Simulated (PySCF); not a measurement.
A side-by-side comparison of computed properties.

First species: C₁₀H₈O₂.
Bonds: C1–C2 (triple), C2–C3, C3–C4 (aromatic), C4–C5 (aromatic), C5–C6 (aromatic), C6–C7 (aromatic), C7–C8 (aromatic), C8–C9, C9–O10 (double), C9–O11, O11–C12, C3–C8 (aromatic). Hydrogens: H13 on C1; H14 on C4; H15 on C5; H16 on C6; H17 on C7; H18, H19, H20 on C12.

Second species: C₅H₁₄N₂.
Bonds: C1–C2, C2–C3, C3–C4, C4–N5, N5–N6, N6–C7. Hydrogens: H8, H9, H10 on C1; H11, H12 on C2; H13, H14 on C3; H15, H16 on C4; H17 on N5; H18 on N6; H19, H20, H21 on C7.

Levels: PBE0/pcSseg-1 for dipole moment, HOMO energy, LUMO energy and HOMO–LUMO gap; GFN2-xTB for rotational constant A and rotational constant C. Geometries: GFN2-xTB. All species are isolated and taken at one optimised geometry, non-relativistic unless stated; the electronic structure was computed with PySCF and density fitting.

Dipoles, sizes and rotational constants follow the conformer. The torsions of the flexible species, by atom-mapped SMILES:
- `[CH:1]#[C:2][c:3]1[cH:4][cH:5][cH:6][cH:7][c:8]1[C:9](=[O:10])[O:11][CH3:12]`: C7–C8–C9–O10 -19°, C8–C9–O11–C12 180°
- `[CH3:1][CH2:2][CH2:3][CH2:4][NH:5][NH:6][CH3:7]`: C1–C2–C3–C4 -177°, C2–C3–C4–N5 59°, C3–C4–N5–N6 67°, C4–N5–N6–C7 54°

Values for the first species:

| Property | Result |
| --- | --- |
| Dipole moment | 1.66 D |
| HOMO energy | -7.10 eV |
| LUMO energy | -1.65 eV |
| HOMO–LUMO gap | 5.45 eV |
| Rotational constant A | 1.512 GHz |
| Rotational constant C | 0.544 GHz |

Task: Estimate the same properties for the second species, and the change in each.

Result: 
| property | first | second | second less first |
| --- | --- | --- | --- |
| dipole moment | 1.66 D | 1.61 D | -0.05 D |
| HOMO energy | -7.10 eV | -6.03 eV | +1.07 eV |
| LUMO energy | -1.65 eV | 1.27 eV | +2.92 eV |
| HOMO–LUMO gap | 5.45 eV | 7.30 eV | +1.85 eV |
| rotational constant A | 1.512 GHz | 5.014 GHz | +3.502 GHz |
| rotational constant C | 0.544 GHz | 1.155 GHz | +0.611 GHz |

On the first: The dipole matches unit charges of opposite sign 0.34 Å apart (1 e·Å = 4.8032 D).

On the second: The dipole equals about 5.4 × 10⁻³⁰ C·m (1 D = 3.33564 × 10⁻³⁰ C·m). A dipole of 1.61 D is allowed in C1, and pure rotational transitions are dipole-allowed.
